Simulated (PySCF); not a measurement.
# Relative stability

The two ends of one reaction step of AlH$_{3}$SOF$_{2}$, closed shell (PBE0-D4/def2-TZVP).

A:

```
8
angstrom
Al -0.0509 0.6282 -0.4105
O 1.4498 0.6855 -1.1992
F -1.4450 0.4036 -1.2740
F -0.1883 1.4740 1.0057
H 1.1784 -1.2651 1.3863
S 0.1240 -1.6185 0.6297
H 1.5367 0.6000 -2.1463
H -0.7526 -1.3754 1.6207
```

B:

Al1  (-0.567, 0.447, -0.133)
O2  (1.340, 0.085, -0.374)
F3  (-0.860, 0.690, -1.748)
F4  (-0.582, 1.763, 0.861)
H5  (1.536, -0.815, -0.079)
S6  (-1.213, -1.471, 0.731)
H7  (1.611, 0.173, -1.297)
H8  (-1.176, -0.980, 1.982)
(Å)

Program: PySCF 2.14 with density fitting (its default auxiliary sets; JK sets also for MP2 and CCSD(T)). Basis: def2-TZVPP. Cores are frozen in the correlated methods. B3LYP uses VWN-RPA correlation.

Problem. Which structure is lower at CCSD(T), and by how much? (Judge from chemistry; the value comes from the calculation.)

Solution. By the calculation: B, by 0.207 eV (electronic energy, against the other). By their contacts, A is AlH₃SOF₂ ([OH][Al]([F])([F])[SH2]) and B is AlH₃SOF₂ ([OH2][Al]([F])([F])[SH]).

All methods give the same order:

```json
{"method": "SPW92", "E(B) − E(A) (eV)": "-0.270"}
{"method": "PBE-D4", "E(B) − E(A) (eV)": "-0.206"}
{"method": "r2SCAN-D4", "E(B) − E(A) (eV)": "-0.217"}
{"method": "PBE0-D4", "E(B) − E(A) (eV)": "-0.258"}
{"method": "B3LYP-D4", "E(B) − E(A) (eV)": "-0.157"}
{"method": "BHLYP-D4", "E(B) − E(A) (eV)": "-0.207"}
{"method": "wB97M-V", "E(B) − E(A) (eV)": "-0.230"}
{"method": "HF", "E(B) − E(A) (eV)": "-0.240"}
{"method": "MP2", "E(B) − E(A) (eV)": "-0.216"}
{"method": "CCSD", "E(B) − E(A) (eV)": "-0.206"}
{"method": "CCSD(T)", "E(B) − E(A) (eV)": "-0.207"}
```

The T1 diagnostic stays at or below 0.013.

Labels in which every atom is bracketed show which atoms are joined, not bond orders.

For scale, one of the runs: CCSD(T)/def2-TZVPP, 219 basis functions, launched by `OMP_NUM_THREADS=4 python run.py`. Time: 20 min of wall clock on 4 CPU threads of an AMD EPYC; the host was shared. Peak host memory: 4 GiB.
